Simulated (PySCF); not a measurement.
Isomers of C4H9ClO2S.

All values: PBE0/pcSseg-1 (PySCF) at GFN2-xTB geometries, gas phase, one conformer each.

(1) Rank by the highest IAO charge on any atom, lowest value first.
A. `[CH3:1][CH:2]([CH3:3])[CH2:4][S:5](=[O:6])(=[O:7])[Cl:8]` with C1–C2–C4–S5 61°, C2–C4–S5–O6 42°
B. `[CH3:1][CH2:2][C@H:3]([CH3:4])[S:5](=[O:6])(=[O:7])[Cl:8]` with C1–C2–C3–C4 -167°, C2–C3–S5–O6 174°
C. `CC(C)(C)S(=O)(=O)Cl`

Results:

(1) C (+1.925 e), B (+1.940 e), A (+1.962 e).

All values together:

| SMILES | μ (D) | HOMO (eV) | LUMO (eV) | lowest IAO charge (e) | highest IAO charge (e) | lowest Hirshfeld charge (e) | highest Hirshfeld charge (e) |
| --- | --- | --- | --- | --- | --- | --- | --- |
| CC(C)CS(=O)(=O)Cl | 4.38 | -9.00 | -1.31 | -0.834 (O) | +1.962 (S) | -0.276 (O) | +0.532 (S) |
| CC[C@H](C)S(=O)(=O)Cl | 4.47 | -8.93 | -1.35 | -0.835 (O) | +1.940 (S) | -0.279 (O) | +0.531 (S) |
| CC(C)(C)S(=O)(=O)Cl | 4.68 | -8.89 | -1.27 | -0.836 (O) | +1.925 (S) | -0.277 (O) | +0.526 (S) |
| CCCCS(=O)(=O)Cl | 4.17 | -9.01 | -1.33 | -0.834 (O) | +1.958 (S) | -0.276 (O) | +0.532 (S) |

Conformers: `[CH3:1][CH:2]([CH3:3])[CH2:4][S:5](=[O:6])(=[O:7])[Cl:8]` with C1–C2–C4–S5 61°, C2–C4–S5–O6 42°; `[CH3:1][CH2:2][C@H:3]([CH3:4])[S:5](=[O:6])(=[O:7])[Cl:8]` with C1–C2–C3–C4 -167°, C2–C3–S5–O6 174°; `[CH3:1][CH2:2][CH2:3][CH2:4][S:5](=[O:6])(=[O:7])[Cl:8]` with C1–C2–C3–C4 178°, C2–C3–C4–S5 -63°, C3–C4–S5–O6 -42°.
